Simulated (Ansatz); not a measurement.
`O[SiH](O)S[SiH2]Cl` + `C=CNC` → `C=CN(C)[SiH2]Cl` + `O[SiH](O)S`  (ligand exchange at the Si–S bond)

Program: Ansatz. Geometries: PBE0-D4/def2-TZVP. ΔE: electronic, gas phase. CCSD(T)/CBS adds triple-zeta CCSD(T) − MP2 to the extrapolated MP2 energy (def2 sets, frozen cores). DFT in def2-TZVPP. B3LYP here is the variant with VWN-RPA as its local correlation; programs differ in this. HSE06 is defined as in plane-wave codes. One conformer a species, not always the lowest.

| level | ΔE (kcal/mol) | difference from CCSD(T)/CBS |
| --- | --- | --- |
| LDA (SPW92) | -0.2 | 0.9 |
| BLYP-D4 | -0.3 | 0.8 |
| r2SCAN-D4 | 0.9 | 2.0 |
| B97M-V | 0.5 | 1.6 |
| PBE0-D4 | 1.6 | 2.7 |
| B3LYP-D4 | -0.4 | 0.7 |
| r2SCANh-D4 | 0.8 | 1.9 |
| r2SCAN0-D4 | 0.7 | 1.8 |
| HSE06-D4 | 1.7 | 2.8 |
| BHLYP-D4 | -0.5 | 0.6 |
| CAM-B3LYP-D4 | -1.4 | -0.3 |
| ωB97M-V | -0.4 | 0.7 |
| B2PLYP | -0.8 | 0.3 |
| PBE-QIDH | 0.2 | 1.3 |
| PBE | 2.3 | 3.4 |
| revPBE | 3.2 | 4.3 |
| BLYP | 0.4 | 1.5 |
| r2SCAN | 1.0 | 2.1 |
| PBE0 | 1.8 | 2.9 |
| B3LYP | 0.0 | 1.1 |
| r2SCANh | 0.9 | 2.0 |
| HSE06 | 1.8 | 2.9 |
| BHLYP | -0.8 | 0.3 |
| CAM-B3LYP | -1.3 | -0.2 |
| LC-ωPBE | 0.7 | 1.8 |
| RPA@PBE/def2-TZVPP | -2.5 | -1.4 |
| HF/def2-SVP | -0.3 | 0.8 |
| MP2/def2-SVP | -1.7 | -0.6 |
| CCSD/def2-SVP | -1.7 | -0.6 |
| CCSD(T)/def2-SVP | -1.7 | -0.6 |
| HF/def2-TZVPP | -0.8 | 0.3 |
| MP2/def2-TZVPP | -1.8 | -0.7 |
| SCS-MP2/def2-TZVPP | -2.1 | -1.0 |
| CCSD/def2-TZVPP | -2.1 | -1.0 |
| HF/def2-QZVPP | -1.0 | 0.1 |
| MP2/def2-QZVPP | -1.4 | -0.3 |
| SCS-MP2/def2-QZVPP | -1.6 | -0.5 |
| HF/CBS(def2) | -1.0 | 0.1 |
| MP2/CBS(def2) | -0.9 | 0.2 |
| CCSD/CBS(def2) | -1.2 | -0.1 |
| CCSD(T)/CBS | -1.1 | 0 |

Largest T1 diagnostic among the species: 0.011.

Leaving LDA and LC-ωPBE aside and taking each functional with its dispersion term where it has one, the values, not all of them listed here, spread over 3.4 kcal/mol, from CAM-B3LYP-D4 to PBE-D4. LDA lies −2.5 kcal/mol from PBE without D4. From BLYP to BHLYP (50 % exact exchange), in def2-TZVPP and without D4, ΔE moves by −1.2 kcal/mol. In def2-TZVPP, CCSD(T) changes the Hartree–Fock value by −1.2 kcal/mol (the triples alone add +0.1 kcal/mol) and MP2 by −1.1 kcal/mol.
